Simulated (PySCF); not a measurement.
A GIAO shielding run with PySCF (density fitting, non-relativistic, gas phase) on SMILES c1cc(NC)sc1, C5H7NS:

```
{"job": {"kind": "nmr", "xc": "PBE0", "basis": "pcSseg-1"}, "charge": 0, "multiplicity": 1}
C     -2.269095     0.388824     0.405187
N     -1.320058    -0.578135    -0.093961
C      0.014400    -0.424191     0.200270
C      0.693832     0.691170     0.595619
C      2.086201     0.466581     0.714129
C      2.454554    -0.800145     0.418331
S      1.092701    -1.774922    -0.020930
H     -3.259865     0.123294     0.042990
H     -2.009484     1.372788     0.015982
H     -2.289710     0.441030     1.501045
H     -1.638456    -1.536129    -0.064634
H      0.231939     1.640236     0.793522
H      2.782190     1.230444     1.013283
H      3.430175    -1.241317     0.417176
```

Hardware: 1 thread of an Arm Neoverse V1, shared host. The job also computes population analyses, field gradients, ring-centre shieldings.

Question: How large is the calculation?

Answer: 60 electrons, 161 basis functions and 850 auxiliary functions.

Question: How long does it take?

Answer: 30 s of wall time, with 14 SCF cycles and 5 response iterations. Times on a shared host scatter by some tens of per cent.
